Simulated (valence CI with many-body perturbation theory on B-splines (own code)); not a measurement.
# Level structure of Gd²³⁺

Method: relativistic CI+MBPT: five valence electrons over a frozen Dirac-Fock core [Kr], radial functions for each j: 7 s, 7 p, 8 d, 6 f, 4 g, 1 h, with the one-electron correlation potential Σ1, the two-electron term Σ2, the three-electron term Σ3, Breit, model QED; selected CI, second order for the rest (own B-spline code, finite nucleus).

No measured spectrum was set against this ion. As an estimate, terms of the open shell hold to 2 to 4 % of their energy, and close levels can change places. Core correlation moves these levels by up to 11000 cm⁻¹, and in measured spectra 5 to 20 % of such shifts remained as error; rates that hang on mixing are uncertain with them. Only levels of the ground parity were solved; by the run's estimate the other parity begins above the list, which can be wrong where configurations are misplaced.

Levels 1 to 37 of 37, with energies above the lowest level, (4d3/2^4 4d5/2) J=5/2. "Leading %" is the weight of the configuration and term that name the level; weights of strongly mixed levels are sums over their largest components and can fall short. In the jj column 3d3/2^4 stands for four electrons in 3d with j = 3/2. Lifetimes count E1, E2, E3, M1 and M2 decay at the calculated energies, and are blank where another channel may lead or the interval is too uncertain; long ones can be off by a factor of two.

```tsv
No.	Configuration	Term	J	E (cm⁻¹)	Leading %	g	Lifetime	Leading jj
1	4d⁵	⁶S	5/2	0.0	46	1.668		4d3/2^4 4d5/2 (62 %)
2	4d⁵	⁶S	5/2	41918	28	1.186	439 μs	4d3/2^3 4d5/2^2 (52 %)
3	4d⁵	⁴G	7/2	68505	44	1.142	775 μs	4d3/2^3 4d5/2^2 (95 %)
4	4d⁵	⁴D	3/2	71119	44	1.267	213 μs	4d3/2^3 4d5/2^2 (94 %)
5	4d⁵	⁴G	11/2	73756	51	1.155		4d3/2^3 4d5/2^2 (91 %)
6	4d⁵	⁴G	9/2	80525	54	1.157	28.3 ms	4d3/2^3 4d5/2^2 (82 %)
7	4d⁵	⁴D	5/2	82469	37	1.125	566 μs	4d3/2^3 4d5/2^2 (67 %)
8	4d⁵	⁴P	1/2	87533	55	1.795	6.07 ms	4d3/2^3 4d5/2^2 (73 %)
9	4d⁵	²F	7/2	99247	29	1.136	2.29 ms	4d3/2^3 4d5/2^2 (81 %)
10	4d⁵	²D	5/2	108550	37	1.220	150 μs	4d3/2^2 4d5/2^3 (56 %)
11	4d⁵	⁴D	7/2	119200	45	1.205	344 μs	4d3/2^2 4d5/2^3 (86 %)
12	4d⁵	²D	3/2	121950	51	0.807	721 μs	4d3/2^3 4d5/2^2 (58 %)
13	4d⁵	²I	11/2	122780	58	1.058	436 μs	4d3/2^2 4d5/2^3 (93 %)
14	4d⁵	²G	9/2	128180	44	1.148	463 μs	4d3/2^2 4d5/2^3 (82 %)
15	4d⁵	⁴D	1/2	129390	71	0.694	249 μs	4d3/2^2 4d5/2^3 (91 %)
16	4d⁵	⁴P	3/2	135300	52	1.192	111 μs	4d3/2^2 4d5/2^3 (90 %)
17	4d⁵	²I	13/2	135520	99	1.075	2.04 ms	4d3/2^2 4d5/2^3 (99 %)
18	4d⁵	²F	5/2	140180	40	1.012	212 μs	4d3/2^2 4d5/2^3 (86 %)
19	4d⁵	²H	9/2	154220	52	1.109	150 μs	4d3/2^2 4d5/2^3 (99 %)
20	4d⁵	²G	7/2	157950	61	0.991	635 μs	4d3/2^2 4d5/2^3 (97 %)
21	4d⁵	⁴F	5/2	160610	55	1.035	160 μs	4d3/2^2 4d5/2^3 (90 %)
22	4d⁵	²D	3/2	168220	83	0.800	393 μs	4d3/2^2 4d5/2^3 (58 %)
23	4d⁵	²F	7/2	175510	49	1.064	231 μs	4d3/2^2 4d5/2^3 (81 %)
24	4d⁵	²S	1/2	175890	54	1.874	162 μs	4d3/2^2 4d5/2^3 (56 %)
25	4d⁵	⁴P	5/2	179790	34	1.217	67.5 μs	4d3/2 4d5/2^4 (80 %)
26	4d⁵	²G	9/2	191150	60	1.101	345 μs	4d3/2^2 4d5/2^3 (74 %)
27	4d⁵	⁴F	7/2	197930	36	1.195	99.7 μs	4d3/2 4d5/2^4 (94 %)
28	4d⁵	²H	11/2	204520	62	1.067		4d3/2 4d5/2^4 (96 %)
29	4d⁵	²D	3/2	208620	55	0.882	75.8 μs	4d3/2 4d5/2^4 (80 %)
30	4d⁵	²D	5/2	220910	65	1.127	104 μs	4d3/2 4d5/2^4 (68 %)
31	4d⁵	²G	9/2	224710	79	1.111	152 μs	4d3/2 4d5/2^4 (71 %)
32	4d⁵	²P	3/2	231530	79	1.218	264 μs	4d3/2^2 4d5/2^3 (86 %)
33	4d⁵	²D	5/2	233100	59	1.105	131 μs	4d3/2^2 4d5/2^3 (46 %)
34	4d⁵	²G	7/2	238740	69	0.967	136 μs	4d3/2 4d5/2^4 (86 %)
35	4d⁵	²P	1/2	263390	75	0.964		4d3/2 4d5/2^4 (71 %)
36	4d⁵	²D	5/2	291440	71	1.170	48.6 μs	4d5/2^5 (60 %)
37	4d⁵	²D	3/2	294920	78	0.882	72.8 μs	4d3/2 4d5/2^4 (85 %)
```

The ionisation energy to 4d⁴ ³P0 of the next ion comes out as 762.18 eV (NIST: 761 ± 4 eV (theoretical)). All 37 levels together are meant to be complete up to 307050 cm⁻¹.
